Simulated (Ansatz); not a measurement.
Input for Ansatz (a quantum-chemistry and plane-wave program): U-CAM-B3LYP/def2-TZVPP on CFeO (SMILES [O+]#[C-]->[Fe]), 2S+1 = 5, a spin state set in the input, which need not be the lowest.

Ansatz 0.2 input:
```yaml
crystal:
  periodic: [false, false, false]
  atoms:
    - {symbol: Fe, position_ang: [-1.04695999, -0.87197703, -0.97193856]}
    - {symbol: O, position_ang: [0.86236355, 0.76561648, 0.77679914]}
    - {symbol: C, position_ang: [0.15142772, 0.15383215, 0.12471979]}
basis:
  gaussian:
    orbitals: def2-TZVPP
hamiltonian:
  xc: {name: CAM-B3LYP}
magnetization: {spin_polarized: true, initial_magnetization: 4}
```

The head of its log:

```
WARN ansatz: RAYON_NUM_THREADS=1 ignored (pool sized by the plan → 1); use --threads N
Functional definition: CAM-B3LYP
integrals: 0.05 GiB planned
861 factors; their error is unknown
integrals: 0.08 GiB planned
133 factors; integrals over basis functions are off by at most 1.4e-4 eV
mean field: 0.61 GiB planned
mean field evaluation 1: about -37466.0165 eV, gradient 4.8e1 eV
mean field evaluation 2: about -37408.3995 eV, gradient 1.6e2 eV
```

Problem. What total energy does the run end on?

Solution. -1377.0653 hartree. Its determinant has ⟨S²⟩ = 6.13, a mixture of spin states.
